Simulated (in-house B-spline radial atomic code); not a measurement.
**Tl II (Tl+): [Xe] (4f5/2)6 (4f7/2)7 5d10 6s2 (7d5/2)1 (an excited or competing configuration)**

All numbers are computed (Dirac-Hartree-Fock, average of the jj configuration; Fermi nucleus of rms radius 5.4759 fm) with a radial B-spline atomic code at the basis-set limit, not measured.

Screening seen three ways: the hydrogenic charge with the same mean radius, Z_r = [3n² - l(l+1)]/(2<r>), the one with the same energy, Z_e = n√(-2ε), and Slater's rules. Values are occupation-weighted means over j. An effective charge above Z reflects the relativistic contraction of the inner shells.

```json
{"shell": "1s", "electrons": "2", "ε (eV)": "-86135", "<r> (bohr)": "0.01632", "Z_r": "91.91", "Z_e": "79.57", "Slater": "80.70"}
{"shell": "2s", "electrons": "2", "ε (eV)": "-15514", "<r> (bohr)": "0.06804", "Z_r": "88.18", "Z_e": "67.54", "Slater": "76.85"}
{"shell": "2p", "electrons": "6", "ε (eV)": "-13484", "<r> (bohr)": "0.06181", "Z_r": "80.90", "Z_e": "62.96", "Slater": "76.85"}
{"shell": "3s", "electrons": "2", "ε (eV)": "-3801.9", "<r> (bohr)": "0.1767", "Z_r": "76.40", "Z_e": "50.15", "Slater": "69.75"}
{"shell": "3p", "electrons": "6", "ε (eV)": "-3199.6", "<r> (bohr)": "0.178", "Z_r": "70.24", "Z_e": "46.01", "Slater": "69.75"}
{"shell": "3d", "electrons": "10", "ε (eV)": "-2510.2", "<r> (bohr)": "0.1625", "Z_r": "64.60", "Z_e": "40.75", "Slater": "59.85"}
{"shell": "4s", "electrons": "2", "ε (eV)": "-912.63", "<r> (bohr)": "0.3904", "Z_r": "61.47", "Z_e": "32.76", "Slater": "53.25"}
{"shell": "4p", "electrons": "6", "ε (eV)": "-708.82", "<r> (bohr)": "0.4138", "Z_r": "55.58", "Z_e": "28.87", "Slater": "53.25"}
{"shell": "4d", "electrons": "10", "ε (eV)": "-450.13", "<r> (bohr)": "0.4364", "Z_r": "48.12", "Z_e": "23.01", "Slater": "41.85"}
{"shell": "5s", "electrons": "2", "ε (eV)": "-177.4", "<r> (bohr)": "0.8765", "Z_r": "42.78", "Z_e": "18.05", "Slater": "24.20"}
{"shell": "4f", "electrons": "13", "ε (eV)": "-171.44", "<r> (bohr)": "0.4582", "Z_r": "39.29", "Z_e": "14.20", "Slater": "30.80"}
{"shell": "5p", "electrons": "6", "ε (eV)": "-117.5", "<r> (bohr)": "0.9939", "Z_r": "36.73", "Z_e": "14.69", "Slater": "24.20"}
{"shell": "5d", "electrons": "10", "ε (eV)": "-42.957", "<r> (bohr)": "1.29", "Z_r": "26.74", "Z_e": "8.88", "Slater": "10.85"}
{"shell": "6s", "electrons": "2", "ε (eV)": "-26.827", "<r> (bohr)": "2.264", "Z_r": "23.85", "Z_e": "8.43", "Slater": "6.35"}
{"shell": "7d", "electrons": "1", "ε (eV)": "-3.2291", "<r> (bohr)": "11.28", "Z_r": "6.25", "Z_e": "3.41", "Slater": "2.00"}
```

The least bound orbital is 7d5/2 at -3.229 eV, and it is also the most diffuse (<r> = 11.28 bohr). The part-filled 4f shell lies below the filled 6s shell in orbital energy.

For the 1s electron the small component carries 9.52 % of the norm, the zero-frequency Breit interaction raises the level by 329.5 eV, self-energy by 212.8 eV, and vacuum polarisation lowers it by 44.72 eV.
